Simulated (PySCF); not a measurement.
**How methods differ on the ionisation energy of Ba⁵¹⁺**

Ba⁵¹⁺ [He] 2s2 2p1 [2p1/2^1, M_J = 1/2] → Ba⁵²⁺ [He] 2s2, as a difference of total energies. Calculation: PySCF 2.14, in an uncontracted even-tempered set (17 s from 31 bohr⁻², ratio 2.4; 12 p from 40 bohr⁻², ratio 2.4; 5 d from 130 bohr⁻², ratio 2.6; 4 f from 190 bohr⁻², ratio 2.6); the two-component X2C-1e Hamiltonian. Correlated levels: nothing frozen; the 26 highest virtual spinors dropped. "Screened" scales the spin-orbit matrix elements by Boettger's factors to mimic the two-electron term; Breit and QED terms are absent.

```tsv
method	ionisation energy (eV)
GHF (spin-free)	9735.0
GMP2 (spin-free)	9734.3
GHF (screened spin-orbit)	10032.0
GMP2 (screened spin-orbit)	10030.1
```

For this ion Breit and QED terms and the two-electron picture change, all absent here, outweigh the correlation shift from GHF to GMP2.

The spin-free rows lack the spin-orbit shift.

For comparison: 10023 ± 4 eV (theoretical estimate listed by NIST; NIST Atomic Spectra Database, ionization energies).
